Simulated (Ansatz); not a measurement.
A run on `C[NH2+][Ga-]([OH])([OH])[OH]` with other settings.

```yaml
crystal:
  periodic: [false, false, false]
  atoms:
    - {symbol: C, position_ang: [0.097696, -1.673389, 0.849016]}
    - {symbol: N, position_ang: [0.903682, -0.561316, 0.325392]}
    - {symbol: Ga, position_ang: [-0.260439, 0.947663, -0.492783]}
    - {symbol: O, position_ang: [-0.930603, 1.626736, 1.047564]}
    - {symbol: O, position_ang: [1.027450, 1.886278, -1.352240]}
    - {symbol: O, position_ang: [-1.380715, -0.045466, -1.513934]}
    - {symbol: H, position_ang: [0.716389, -2.478279, 1.251138]}
    - {symbol: H, position_ang: [-0.530737, -2.051878, 0.043918]}
    - {symbol: H, position_ang: [-0.549821, -1.285874, 1.634848]}
    - {symbol: H, position_ang: [1.547195, -0.878476, -0.392274]}
    - {symbol: H, position_ang: [1.464073, -0.143217, 1.060962]}
    - {symbol: H, position_ang: [-1.888440, 1.654627, 1.053612]}
    - {symbol: H, position_ang: [1.093974, 2.791030, -1.043313]}
    - {symbol: H, position_ang: [-1.322506, 0.182259, -2.443108]}
basis:
  gaussian: {orbitals: def2-TZVPD}
total_charge: 1
magnetization: {spin_polarized: true, initial_magnetization: 1}
hamiltonian: {xc: {name: r2SCAN}, dispersion: rvv10}
```

```sh
$ ansatz run in.yaml --threads 4 --pin off --events-out ev --progress --plain --max-ram 11315MiB
```

It prints (some lines left out):

```
Functional definition: r2SCAN+rVV10
1689 factors; their error is unknown
mean field evaluation 1: about -61136.3622 eV, gradient 9.6e1 eV
mean field evaluation 2: about -61030.2977 eV, gradient 1.7e2 eV
mean field evaluation 4: about -61159.5421 eV, gradient 4.2e1 eV
mean field evaluation 8: about -61162.6999 eV, gradient 2.7e1 eV
mean field evaluation 16: about -61166.6777 eV, gradient 1.4e0 eV
mean field evaluation 32: about -61165.1001 eV, gradient 1.1e1 eV
mean field evaluation 64: about -61166.5442 eV, gradient 1.7e-1 eV
mean field -61166.63661097 eV, -2247.8324352179 hartree, gradient 2.6e-5 eV, S^2 0.755225; 8 other end points of the search recorded, 0 dependent functions left out
reference -61166.63663744 eV, -2247.8324361904 hartree; 38, 37 occupied and 282, 283 virtual orbitals, 1689 factors
Total energy: -61166.63663744 eV, -2247.8324361904 hartree
```

Run time 2 min (4 threads of an Arm Neoverse V2 on a shared host); peak host memory 1.7 GiB.
